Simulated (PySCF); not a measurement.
C5H5Cl, SMILES C=C=C/C=C/Cl.

Geometry: r2SCAN-D4/def2-SVP. The structure was generated by enumeration; whether it is a known compound was not checked. One conformer was computed; it need not be the lowest.

Vertical ionisation energy (IE) and electron affinity (EA) in eV. Rows of orbital energies are one-electron estimates. Where ΔSCF, EOM or ADC give a negative EA the extra electron is unbound and the value depends on the basis.

```
level                                           IE    EA
--------------------------------------------  ----  ----
−ε(HOMO), −ε(LUMO), r2SCAN/def2-TZVP (PySCF)  5.69  2.04
−ε(HOMO), −ε(LUMO), PBE/def2-TZVP (PySCF)     5.53  2.17
```
